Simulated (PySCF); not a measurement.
C2H8O2Si2, SMILES O[Si@@H]1[SiH2][C@@H](C)O1. The structure is a stationary point at ωB97X-D3(BJ)/def2-SVP. The structure was generated by enumeration; whether it is a known compound was not checked. The values are those of a single conformer.

Give the equilibrium geometry at ωB97X-D3(BJ)/def2-SVP (PySCF confirms it by a frequency run) as bond lengths and angles. (Estimate from the structure and the level; the computed values follow.)

This is not unique; one that fits is 
Atoms: C1 C2 O3 Si4 O5 Si6 H7 H8 H9 H10 H11 H12 H13 H14. Bond lengths (Å): C1–C2 1.520, C1–H7 1.102, C1–H8 1.103, C1–H9 1.102, C2–O3 1.455, C2–Si6 1.938, C2–H10 1.104, O3–Si4 1.689, Si4–O5 1.660, Si4–Si6 2.322, Si4–H11 1.483, O5–H12 0.963, Si6–H13 1.494, Si6–H14 1.493. Angles (°): C2–C1–H7 110.8, C2–C1–H8 111.0, C2–C1–H9 110.2, H7–C1–H8 108.2, H7–C1–H9 108.7, H8–C1–H9 107.8, C1–C2–O3 109.9, C1–C2–Si6 115.7, C1–C2–H10 109.8, O3–C2–Si6 99.7, O3–C2–H10 108.0, Si6–C2–H10 113.2, C2–O3–Si4 107.8, O3–Si4–O5 113.9, O3–Si4–Si6 79.5, O3–Si4–H11 113.6, O5–Si4–Si6 121.6, O5–Si4–H11 103.6, Si6–Si4–H11 123.1, Si4–O5–H12 116.8, C2–Si6–Si4 72.7, C2–Si6–H13 114.5, C2–Si6–H14 114.6, Si4–Si6–H13 118.8, Si4–Si6–H14 122.4, H13–Si6–H14 109.2.
Charge 0, spin multiplicity 1.
